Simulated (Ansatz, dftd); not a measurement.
Reaction: CH5OSi (SMILES [CH2]O[SiH3], doublet) → CH5OSi (SMILES O[CH][SiH3], doublet)
Each species at its own B3LYP-D3(BJ)/def2-TZVP minimum (Ansatz, a quantum-chemistry and plane-wave program), one conformer.

Wanted: isomerisation energy (electronic), in kJ/mol. Radicals and triplets start from unrestricted determinants; spin-orbit coupling is neglected. CBS(X,Y): correlation extrapolated as X^-3, Hartree-Fock from the larger set. A bracket is a step between two methods taken in the basis named. The functionals are non-relativistic, so their misses hold any scalar relativity. Double hybrids freeze cores in their MP2 part. '+ core + X2C': CCSD(T) terms for core correlation (cc-pwCVTZ, 1s frozen past Ne) and scalar relativity (cc-pVTZ-DK).

Compared with CCSD(T)/CBS(cc-pV(T+d)Z,cc-pV(Q+d)Z) + [CCSDT(Q) - CCSD(T)]/cc-pV(D+d)Z + core + X2C (Ansatz): 72.6 kJ/mol.

Costs are rough ratios of core time, to one figure, on one kind of shared machine, summed over the single points of the molecules; atoms, geometries and frequencies are left out. The first row took roughly 10 core seconds; short runs hold start-up time.

```csv
level,program,cost relative to the first row,difference (kJ/mol)
PBE0-D3(BJ)/def2-TZVPD,Ansatz + dftd3,1,-9.1
B3LYP-D3(BJ)/def2-TZVPD,Ansatz + dftd3,1,-0.2
r2SCANh/def2-TZVPD,Ansatz,1,-0.5
B2GP-PLYP-D3(BJ)/def2-TZVPD,Ansatz + dftd3,2,5.3
B2GP-PLYP/def2-TZVPD,Ansatz,2,5.6
B2PLYP-D4/def2-TZVPD,Ansatz + dftd4,2,3.8
wB97M-V/def2-TZVPD,Ansatz,2,-3.1
```

The dearest row costs roughly 2 times the first. Costs within a factor of two don't rank. The table holds for this case alone.
